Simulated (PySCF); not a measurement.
Trends in electronic spectra. Theory: PySCF 2.14.0, density-fitted response routines, TDDFT CAM-B3LYP/def2-SVPD, vertical, gas phase, core orbitals frozen in the response. Geometries: PBE0-D3(BJ)/def2-SVP; one conformer of each isolated species. Triplets are in the Tamm–Dancoff approximation. Ions are computed without counter-ions or solvent.

Question: Rank by computed lowest singlet excitation energy, lowest first.
A. `c1ccc(OCC=C)cc1` (C9H10O)
B. `C=CP(C=C)C(C)(C)C` (C8H15P)
C. `CO[SiH2]N(C)C` (C3H11NOSi)
D. `BC=C` (C2H5B)
E. `CN[SiH2]C[SiH2]O[SiH3]` (C2H13NOSi3)
F. `CCC(=O)c1ccccc1` (C9H10O)
G. `C[NH2+]CC1CC1` ([C5H12N]+)
H. `C[PH](C)=S` (C2H7PS)

Answer: F (4.03 eV), B (5.00 eV), A (5.16 eV), D (5.40 eV), H (5.72 eV), E (5.99 eV), C (6.19 eV), G (7.66 eV).

```json
{"SMILES": "CCC(=O)c1ccccc1", "S1 (eV)": "4.03", "HOMO (eV)": "-8.77", "LUMO (eV)": "-0.60", "f (S1)": "0.000", "α (au)": "107.5", "S1 mainly": "H-1→L (87%)"}
{"SMILES": "C=CP(C=C)C(C)(C)C", "S1 (eV)": "5.00", "HOMO (eV)": "-7.51", "LUMO (eV)": "0.69", "f (S1)": "0.025", "α (au)": "125.9", "S1 mainly": "H→L (93%)"}
{"SMILES": "C=CCOc1ccccc1", "S1 (eV)": "5.16", "HOMO (eV)": "-7.64", "LUMO (eV)": "0.75", "f (S1)": "0.033", "α (au)": "111.1", "S1 mainly": "H→L (68%)"}
{"SMILES": "BC=C", "S1 (eV)": "5.40", "HOMO (eV)": "-9.80", "LUMO (eV)": "-0.98", "f (S1)": "0.000", "α (au)": "41.8", "S1 mainly": "H-1→L (95%)"}
{"SMILES": "C[PH](C)=S", "S1 (eV)": "5.72", "HOMO (eV)": "-7.77", "LUMO (eV)": "0.93", "f (S1)": "0.001", "α (au)": "73.6", "S1 mainly": "H→L (56%)"}
{"SMILES": "CN[SiH2]C[SiH2]O[SiH3]", "S1 (eV)": "5.99", "HOMO (eV)": "-8.22", "LUMO (eV)": "0.91", "f (S1)": "0.002", "α (au)": "114.6", "S1 mainly": "H→L+1 (79%)"}
{"SMILES": "CO[SiH2]N(C)C", "S1 (eV)": "6.19", "HOMO (eV)": "-7.93", "LUMO (eV)": "1.28", "f (S1)": "0.008", "α (au)": "77.1", "S1 mainly": "H→L (69%)"}
{"SMILES": "C[NH2+]CC1CC1", "S1 (eV)": "7.66", "HOMO (eV)": "-14.10", "LUMO (eV)": "-3.65", "f (S1)": "0.027", "α (au)": "62.8", "S1 mainly": "H→L (89%)"}
```

H and L stand for HOMO and LUMO.

Mean S1 by what the SMILES shows (count): single bonds only 6.61 eV (3); a double or triple bond but no aromatic ring 5.37 eV (3); an aromatic ring 4.59 eV (2).

- `CCC(=O)c1ccccc1`: Löwdin shares by element: HOMO carbon 74% or more (atoms not listed hold the other 26%); LUMO carbon 44% or more, oxygen 17% (atoms not listed hold the other 39%).
- `C=CP(C=C)C(C)(C)C`: Löwdin shares by element: HOMO phosphorus 46%, carbon 33% or more (atoms not listed hold the other 21%); LUMO carbon 59% or more, phosphorus 8%, hydrogen 6% or more (atoms not listed hold the other 28%).
- `C=CCOc1ccccc1`: Löwdin shares by element: HOMO carbon 46% or more, oxygen 20% (atoms not listed hold the other 34%); LUMO carbon 57% or more (atoms not listed hold the other 43%).
- `BC=C`: Löwdin shares by element: HOMO carbon 78%, boron 10%; LUMO carbon 45%, boron 37%, hydrogen 6% or more.
- `C[PH](C)=S`: Löwdin shares by element: HOMO (one of a set within 0.03 eV) sulfur 76%, phosphorus 14%, carbon 8%; LUMO carbon 33%, sulfur 15%, hydrogen 9% or more (atoms not listed hold the other 43%).
- `CN[SiH2]C[SiH2]O[SiH3]`: Löwdin shares by element: HOMO nitrogen 55%, carbon 11% or more, silicon 9% or more, hydrogen 6% or more (atoms not listed hold the other 20%); LUMO silicon 44% or more, oxygen 9%, hydrogen 7% or more (atoms not listed hold the other 40%).
- `CO[SiH2]N(C)C`: Löwdin shares by element: HOMO nitrogen 56%, carbon 19% or more, silicon 6% (atoms not listed hold the other 19%); LUMO carbon 31%, silicon 22% (atoms not listed hold the other 47%).
- `C[NH2+]CC1CC1`: Löwdin shares by element: HOMO carbon 82% or more (atoms not listed hold the other 18%); LUMO hydrogen 34% or more, nitrogen 15%, carbon 14% or more (atoms not listed hold the other 37%).
